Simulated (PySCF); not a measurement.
Species: CH₅NO₃Si₃.
InChI=1S/CH5NO3Si3/c2-1-8-4-6-3-7-5-8/h8H,6-7H2

All values: CAM-B3LYP/def2-SVPD (PySCF, non-relativistic), on one gas-phase PBE0-D3(BJ)/def2-SVP geometry that isn't relaxed in the solvent. The solvent is an IEF-PCM continuum (Bondi radii, 1.10 Å for H, scaled by 1.2), and excitations are vertical TDDFT with non-equilibrium linear response and a frozen core. Specific hydrogen bonds and non-electrostatic terms are outside this model.

Gas-phase singlets (H = HOMO, L = LUMO):

```tsv
state	E (eV)	λ (nm)	f	leading configurations
S1	6.960	178	0.000	H-3→L+1 30%, H-4→L 29%, H-1→L 11%
S2	7.276	170	0.000	H-3→L+1 36%, H-4→L 23%, H-1→L 13%
S3	7.281	170	0.000	H-4→L+1 30%, H-3→L 28%, H-1→L+1 15%
S4	7.569	164	0.007	H→L 66%, H-2→L 12%
S5	7.593	163	0.001	H→L+1 54%, H-2→L+1 22%
```

Task: Give the list for chloroform (ε = 4.711), n² = 2.09.

Result: 
| state | E (eV) | λ (nm) | f | leading configurations | change by rank (eV) |
| --- | --- | --- | --- | --- | --- |
| S1 | 7.058 | 176 | 0.000 | H-5→L 30%, H-6→L+1 29% | +0.098 |
| S2 | 7.363 | 168 | 0.001 | H-5→L 33%, H-6→L+1 23%, H-1→L+1 12% | +0.087 |
| S3 | 7.367 | 168 | 0.001 | H-5→L+1 28%, H-6→L 28%, H-1→L 14% | +0.086 |
| S4 | 7.501 | 165 | 0.009 | H→L+1 67%, H-2→L+1 11% | -0.068 |
| S5 | 7.509 | 165 | 0.000 | H→L 59%, H-2→L 21% | -0.084 |

Task: The ground-state energy changes by -0.157 eV from gas to chloroform. By how much does the total energy of gas-phase S4 change?

Result: E(S4) = E(S0) + excitation energy, so it changes by -0.157 − 0.068 = -0.225 eV: it is lowered more than the ground state, which is what a red shift means. This is the vertical state, with the slow part of the continuum still set for S0.

Task: How do the frontier levels move from gas to chloroform?

Result: 
```
orbital  gas (eV)  solvent (eV)  change (eV)
 LUMO+2      0.74          0.96        +0.22
 LUMO+1      0.17          0.21        +0.04
   LUMO      0.17          0.18        +0.01
   HOMO    -10.38        -10.15        +0.23
 HOMO-1    -10.96        -10.77        +0.19
 HOMO-2    -11.43        -11.32        +0.11
 HOMO-3    -11.60        -11.70        -0.10
```

The HOMO–LUMO gap goes from 10.54 to 10.33 eV. Rows go by rank; for HOMO-3, HOMO-2, LUMO and LUMO+1 the atom shares or the degeneracy differ between the runs, so the row needn't follow one orbital.

The run took 98 s on one thread, Intel Xeon at 2.50 GHz (x86_64), shared host with 64 logical CPUs at a one-minute load of 43, and the process peaked at 1.1 GiB of memory. This is the whole response run at CAM-B3LYP/def2-SVPD in chloroform, SCF included.
